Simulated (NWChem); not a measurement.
## A calculation on BeO

```xyz
2

Be     0.0000     0.0000     0.9063
O      0.0000     0.0000    -0.4531
```
Charge 0, spin multiplicity 1.

Program: NWChem. The geometry was optimised at PBE/def2-SVP, a minimum by its harmonic frequencies.

Symmetry labels belong to the abelian group C2v used in the runs, with the axes of the coordinates shown; states degenerate in a higher group split over its labels.

The structure started from a generated list of species.

List the lowest 4 singlet excitations that TDA-PBE0/def2-SVPD gives, with oscillator strengths.


| state | symmetry | energy (eV) | wavelength (nm) | f |
|---|---|---|---|---|
| 1 | b2 | 1.63 | 762 | 0.015 |
| 2 | b1 | 1.63 | 762 | 0.015 |
| 3 | a1 | 3.02 | 410 | 0.023 |
| 4 | a2 | 5.58 | 222 | 0.000 |
